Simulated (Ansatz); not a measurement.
Two isomers of C4H9Al: A = `[CH3][AlH][CH]1CC1`, B = `C=[C](C)[AlH][CH3]`.

Isolated molecules relaxed with PBE0-D4/def2-TZVP in Ansatz; ΔE leaves out vibrations. CBS: MP2 limit from def2 TZ/QZ plus the TZ coupled-cluster correction, frozen cores. DFT in def2-TZVPP. B3LYP here is the variant with VWN-RPA as its local correlation; programs differ in this. One conformer a species, not always the lowest.

(1) Which is lower in electronic energy at CCSD(T)/CBS, and by how much? (Estimate.)

(2) Give E(B) − E(A) in kJ/mol with B3LYP, CCSD(T)/def2-TZVPP, ωB97M-V, PBE-D4, HF/def2-TZVPP, r2SCAN-D4, CCSD/def2-TZVPP. (Estimate.)

Largest T1 diagnostic: 0.010.

## Answers

(1) The calculation gave: B, by 29.9 kJ/mol.

(2) The calculation gave: B3LYP -37.8, CCSD(T)/def2-TZVPP -29.6, ωB97M-V -23.7, PBE-D4 -21.9, HF/def2-TZVPP -42.6, r2SCAN-D4 -22.0, CCSD/def2-TZVPP -28.5. None reverses the order clearly.

From PBE to PBE0 (25 % exact exchange), in def2-TZVPP and without D4, E(B) − E(A) moves by +6.5 kJ/mol. In def2-TZVPP, CCSD(T) changes the Hartree–Fock value by +13.1 kJ/mol (the triples alone add −1.1 kJ/mol) and MP2 by +24.2 kJ/mol.
